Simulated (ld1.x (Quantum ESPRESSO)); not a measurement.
What one change does to a pseudopotential (Ar (Z = 18), PAW)

ld1.x (Quantum ESPRESSO) 7.5 input, shortened:

```
&input
   title='Ar', zed=18., rel=0, dft='REVPBE', iswitch=3,
   config='[Ne] 3s2 3p5'
 /
 &inputp
   pseudotype=3, lpaw=.true., tm=.true., lloc=-1, rcloc=0.85,
   nlcc=.true., new_core_ps=.true.,
   which_augfun='PSQ', rmatch_augfun_nc=.true.
 /
4
3S  1  0   2.00   0.00  1.25  1.40  0.0
3S  1  0   0.00   1.10  1.25  1.40  0.0
3P  2  1   5.00   0.00  0.95  1.10  0.0
3P  2  1   0.00  -0.90  0.95  1.10  0.0
 &test
   configts(1)='3s2 3p5'
 /
```

All-electron outer shells of the reference configuration (revPBE, non-relativistic, ld1.x):

```json
{"shell": "3s", "level (eV)": "-36.45", "outermost node (bohr)": "0.52", "outermost maximum (bohr)": "1.17"}
{"shell": "3p", "level (eV)": "-22.10", "outermost node (bohr)": "0.49", "outermost maximum (bohr)": "1.26"}
```

Change: waves 3s (bound): rcut 1.02, rcutus 1.08 bohr; 3s channel at 1.1 Ry: rcut 1.02, rcutus 1.08 bohr.

Cutoffs: the cutoffs (Ry, on a coarse ladder) from which the occupation-weighted sum of valence levels, in a spherical-Bessel basis at the reference potential, stays within 10 and 1 mRy of its value at 400 Ry; they do not see the model core or the augmentation charge, which bear on the density cutoff. Errors are all-electron minus pseudo energies relative to the spin-unpolarised reference configuration.

Task: What does the change do?

Result: The potential gets harder (21 Ry and 80 Ry → 35 Ry and 80 Ry); of the 6 tests that both files solve, the error grows in 2 and shrinks in 0 by more than 15 % and 0.3 meV (median size 1.2 → 1.3 meV); neither file shows a bound ghost. A smaller radius makes the pseudo-wave follow the all-electron one further in, where it bends more sharply, so more plane waves are needed.

```tsv
quantity	base	changed
cutoff, loose	21 Ry	35 Ry
cutoff, tight	80 Ry	80 Ry
loose cutoff by channel (10 mRy a level)	s 8 Ry, p 15 Ry	s 30 Ry, p 15 Ry
bound ghosts	none	none
error for 3s2 3p6, meV [ΔE -16.04 eV]	-0.4	-0.4
error for 3s2 3p4, meV [ΔE 28.65 eV]	-1.9	-2.1
error for 3s2 3p3, meV [ΔE 71.21 eV]	-12	-14
error for 3s2 3p5.5, meV [ΔE -9.50 eV]	-0.1	-0.1
error for 3s1 3p6, meV [ΔE 14.38 eV]	-0.1	-0.2
error for 3s2 3p2, meV [ΔE 128.81 eV]	-43	-50
lowest overlap eigenvalue by channel	s 0.37, p 0.74	s 0.50, p 0.74
```
